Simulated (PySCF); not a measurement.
Nb(O)(OH)(NH2)2 (H₅N₂NbO₂), SMILES [NH2][Nb]([NH2])(=[O])[OH], multiplicity 1. Geometry: PBE0-D3(BJ)/def2-SVP. The spin state was assumed, not searched. The structure was generated by enumeration; whether it is a known compound was not checked. The def2 effective core potentials stand for the cores of Nb; spin–orbit coupling is left out. One conformer was computed; it need not be the lowest.

Computed equilibrium geometry at PBE0-D3(BJ)/def2-SVP (PySCF confirms it by a frequency run) as a Z-matrix, and its point group (one conformer of several):
point group Cs.
```
Nb
O 1 1.6966
O 1 1.9101 2 114.84
H 3 0.9607 1 134.16 2 0.00
N 1 1.9780 2 106.69 3 120.32
H 5 1.0164 1 124.91 2 5.28
H 5 1.0171 6 109.53 1 -176.78
N 1 1.9780 2 106.69 5 119.35
H 8 1.0164 1 124.91 2 -5.28
H 8 1.0171 9 109.53 1 176.78
```
Charge 0, spin multiplicity 1.
